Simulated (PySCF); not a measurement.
H₆NSi₂, SMILES [SiH3][N][SiH3], multiplicity 2. Atoms are numbered in the order given.

```xyz
9

Si     0.0026     0.0787     1.6353
N      0.0192    -0.4984     0.0000
Si     0.0026     0.0787    -1.6353
H     -1.4034    -0.1027     2.1136
H      0.9116    -0.7686     2.4600
H      0.3880     1.5135     1.8161
H      0.3880     1.5135    -1.8161
H     -1.4034    -0.1027    -2.1136
H      0.9116    -0.7686    -2.4600
```
Charge 0, spin multiplicity 2.

The structure is a stationary point at B3LYP-D3(BJ)/def2-SVP. The isomer is the one that the SMILES or the coordinates give; other isomers of the formula were not compared.

Method: TDA-PBE0/def2-SVPD (PySCF 2.14.0).

Vertical excitations. Gas-phase values at a fixed geometry.

```json
[
 {"state": "root 1", "energy (eV)": "0.72", "λ (nm)": "1731", "f": "0.000", "main pairs": "β HOMO→LUMO 95 %"},
 {"state": "root 2", "energy (eV)": "3.87", "λ (nm)": "321", "f": "0.000", "main pairs": "β HOMO−1→LUMO 71 %, β HOMO−5→LUMO 26 %"},
 {"state": "root 3", "energy (eV)": "4.51", "λ (nm)": "275", "f": "0.144", "main pairs": "β HOMO−2→LUMO 97 %"},
 {"state": "root 4", "energy (eV)": "4.63", "λ (nm)": "268", "f": "0.000", "main pairs": "β HOMO−5→LUMO 71 %, β HOMO−1→LUMO 27 %"},
 {"state": "root 5", "energy (eV)": "4.83", "λ (nm)": "257", "f": "0.007", "main pairs": "β HOMO−4→LUMO 95 %"},
 {"state": "root 6", "energy (eV)": "4.88", "λ (nm)": "254", "f": "0.006", "main pairs": "β HOMO−3→LUMO 95 %"},
 {"state": "root 7", "energy (eV)": "5.96", "λ (nm)": "208", "f": "0.001", "main pairs": "α HOMO→LUMO 16 %, β HOMO→LUMO+1 79 %"},
 {"state": "root 8", "energy (eV)": "6.43", "λ (nm)": "193", "f": "0.003", "main pairs": "α HOMO→LUMO 80 %, β HOMO→LUMO+1 17 %"},
 {"state": "root 9", "energy (eV)": "6.89", "λ (nm)": "180", "f": "0.000", "main pairs": "α HOMO−1→LUMO 95 %"},
 {"state": "root 10", "energy (eV)": "6.99", "λ (nm)": "177", "f": "0.005", "main pairs": "α HOMO→LUMO+1 6 %, β HOMO→LUMO+2 82 %"}
]
```
Unrestricted roots are not spin-pure.
